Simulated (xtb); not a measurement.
C2H5O (SMILES C[CH]O), doublet, geometry from GFN2-xTB; GFN2-xTB (xtb).

Input for xtb:
```
$ xtb mol.xyz --gfn 2 --uhf 1 --json

# file mol.xyz
8

C     -1.22003785    -0.15018634     0.22165959
C      0.18174770     0.29955908     0.36369331
O      1.07789729    -0.19148884    -0.56006942
H     -1.71996174    -0.14101452     1.18910887
H     -1.79804751     0.49294177    -0.45494149
H     -1.23390671    -1.15812005    -0.18589083
H      0.41541138     1.23769409     0.84206121
H      1.94306715     0.20417300    -0.42189986
```

**Question.** Predict the main parts of the log of this xtb run.

**Answer.** 
```
   ID    Z sym.   atoms
    1    6 C      1, 2
    2    8 O      3
    3    1 H      4-8

           -------------------------------------------------
          |                Calculation Setup                |
           -------------------------------------------------

           -------------------------------------------------
          |                 G F N 2 - x T B                 |
           -------------------------------------------------

          ...................................................
          :                      SETUP                      :
          :.................................................:
          :  # basis functions                  17          :
          :  # atomic orbitals                  17          :
          :  # shells                           11          :
          :  # electrons                        19          :
          :  max. iterations                   250          :
          :  Hamiltonian                  GFN2-xTB          :
          :  restarted?                      false          :
          :  GBSA solvation                  false          :
          :  PC potential                    false          :
          :  electronic temp.          300.0000000     K    :
          :  accuracy                    1.0000000          :
          :  -> integral cutoff          0.2500000E+02      :
          :  -> integral neglect         0.1000000E-07      :
          :  -> SCF convergence          0.1000000E-05 Eh   :
          :  -> wf. convergence          0.1000000E-03 e    :
          :  Broyden damping             0.4000000          :
          :  net charge                          0          :
          :  unpaired electrons                  1          :
          ...................................................

 iter      E             dE          RMSdq      gap      omega  full diag
   1    -10.9158743 -0.109159E+02  0.318E+00    9.44       0.0  T
   2    -10.9215028 -0.562850E-02  0.178E+00    9.55       1.0  T
   3    -10.9221150 -0.612218E-03  0.517E-01    9.44       1.0  T
   4    -10.9221630 -0.479871E-04  0.133E-01    9.45       1.0  T
   5    -10.9221732 -0.102673E-04  0.472E-02    9.45       1.0  T
   6    -10.9221753 -0.208930E-05  0.138E-02    9.46       2.6  T
   7    -10.9221755 -0.163744E-06  0.448E-03    9.46       7.9  T
   8    -10.9221755 -0.460917E-08  0.112E-03    9.46      31.5  T
   9    -10.9221755 -0.604375E-08  0.361E-04    9.46      97.9  T
[...]
         :: total energy             -10.808904436054 Eh    ::
[...]

     #   Z          covCN         q      C6AA      α(0)
     1   6 C        3.751    -0.105    22.561     6.774
     2   6 C        2.756     0.031    27.296     8.556
     3   8 O        1.658    -0.377    20.414     6.099
     4   1 H        0.925     0.044     2.390     2.418
     5   1 H        0.923     0.048     2.350     2.397
     6   1 H        0.925     0.061     2.188     2.313
     7   1 H        0.926     0.004     2.982     2.701
     8   1 H        0.805     0.294     0.740     1.351

 Mol. C6AA /au·bohr⁶  :        465.429265
 Mol. C8AA /au·bohr⁸  :       9702.515539
 Mol. α(0) /au        :         32.607984

Wiberg/Mayer (AO) data.
largest (>0.10) Wiberg bond orders for each atom

 ---------------------------------------------------------------------------
     #   Z sym  total        # sym  WBO       # sym  WBO       # sym  WBO
 ---------------------------------------------------------------------------
     1   6 C    3.997 --     2 C    1.071     6 H    0.979     4 H    0.974
                             5 H    0.947
     2   6 C    3.292 --     3 O    1.195     1 C    1.071     7 H    0.974
     3   8 O    2.142 --     2 C    1.195     8 H    0.899
     4   1 H    0.998 --     1 C    0.974
     5   1 H    0.996 --     1 C    0.947
     6   1 H    0.996 --     1 C    0.979
     7   1 H    1.000 --     2 C    0.974
     8   1 H    0.914 --     3 O    0.899
 ---------------------------------------------------------------------------

Topologies differ in total number of bonds
Writing topology from bond orders to xtbtopo.mol

molecular dipole:
                 x           y           z       tot (Debye)
 q only:        0.117       0.206       0.187
   full:        0.241       0.420       0.207       1.338
molecular quadrupole (traceless):
                xx          xy          yy          xz          yz          zz
 q only:        3.000       1.258      -1.262      -0.103      -0.318      -1.738
  q+dip:        3.584       2.057      -0.913       0.407      -0.333      -2.671
   full:        3.825       1.957      -1.207       0.205      -0.408      -2.618

           -------------------------------------------------
          | TOTAL ENERGY              -10.808904436054 Eh   |
          | GRADIENT NORM               0.000030447434 Eh/α |
          | HOMO-LUMO GAP               9.463229069175 eV   |
           -------------------------------------------------

normal termination of xtb
```
